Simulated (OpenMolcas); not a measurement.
Os⁵⁺: effect of the basis set

```
Program             : OpenMolcas
Method              : SS-RASPT2, IPEA 0.25 Eh, imaginary shift 0.1 Eh (closed shells correlated: 5s)
Active space        : 9 electrons in 8 orbitals (RAS1 5p, at most 2 holes; RAS2 5d)
State averaging     : 2S+1 = 4 even, 10 roots; 2S+1 = 2 even, 40 roots
Spin-orbit coupling : state interaction with AMFI integrals over the reference wave functions, term energies averaged over their components
```

A. ANO-R2 [8s6p5d3f1g], X2C, finite nucleus; CASPT2 step about 30 core-seconds
B. ANO-RCC-VTZP [8s7p5d3f2g1h], DKH2, point nucleus; CASPT2 step of the order of 60 core-seconds
C. ANO-RCC-VQZP [9s8p6d4f3g2h], DKH2, point nucleus; CASPT2 step about 70 core-seconds

Energies in cm-1 above 5d3 4F 3/2, the measured ground level; measured values from the list in Brasseur, Palmeri and Quinet, Atoms 13, 11 (2025).

```
            Level      A      B      C  Measured
       5d3 4F 3/2    0.0    0.0    0.0       0.0
       5d3 4F 5/2   6770   6800   6560      6397
       5d3 4F 7/2  12020  12050  11690     11444
5d3 4F 9/2 [55 %]  15350  15350  14980          
5d3 4P 1/2 [66 %]  17390  17480  17280     16772
       5d3 2G 7/2  23970  23950  23480     22920
5d3 2H 9/2 [56 %]  25120  25140  24590     24028
       5d3 4P 5/2  25820  25970  25560     24828
5d3 2P 1/2 [66 %]  29920  30000  29510     28860
      5d3 2H 11/2  33500  33520  32890     32156
    5d3 2D 5/2(1)  36370  36410  35870     34418
5d3 2G 9/2 [57 %]  38610  38630  37840     37019
       5d3 2F 5/2  41350  41530  41000     39601
5d3 2P 3/2 [55 %]  41520  41600  40890     40203
       5d3 2F 7/2  42100  42300  41680     40447
    5d3 2D 3/2(2)  62550  62700  62070          
    5d3 2D 5/2(2)  62990  63150  62440     61005
```

Deviations, from unrounded energies. A percentage is the sum of absolute deviations over the sum of measured energies, with the sign that they share, or ± where signs differ.

| Against measurement | Levels | A | B | C |
| --- | --- | --- | --- | --- |
| mean absolute deviation (cm-1) | 14 | 1200 | 1300 | 800 |
| fine structure of the ground term (%) | 2 | +5.3 | +5.7 | +2.3 |
| other terms of the ground configuration (%) | 12 | +4.1 | +4.3 | +2.7 |

C lies closest to measurement on these levels and B furthest from it. The largest miss of C in the table is 5d3 2D 5/2(1), by +1500 cm-1. The ranking rests on the paired levels alone, and a cruder setting can come out closer through cancelling errors.

Among A to C the level of the table that moves most is 5d3 2G 9/2 [57 %], by 790 cm-1 (lowest in C, highest in B). Moves below CASPT2's spread within the term are not significant.

CASPT2 does not keep the components of a term degenerate, so their means are used; among the terms shown or strongly mixed into the levels shown the widest spread is 190 cm-1 (5d3 4F, C). Active for correlation alone: 5p; no level in the range computed is led by a configuration that opens it, so any true level of that kind is missing. Computed and measured levels are paired by configuration, term and J; levels that our copy of the source lacks, or whose pairing is in doubt (as where it misses far off the trend of its configuration), stay unpaired and out of the deviations. Levels of configurations outside the active space are missing. The table leaves out levels that lie high or whose names do not pair safely across all columns.

A share in square brackets marks a mixed level and gives the weight of the term that names it, the lowest over the columns. A number in round brackets counts repeated terms of one configuration in the order of the reference energies.
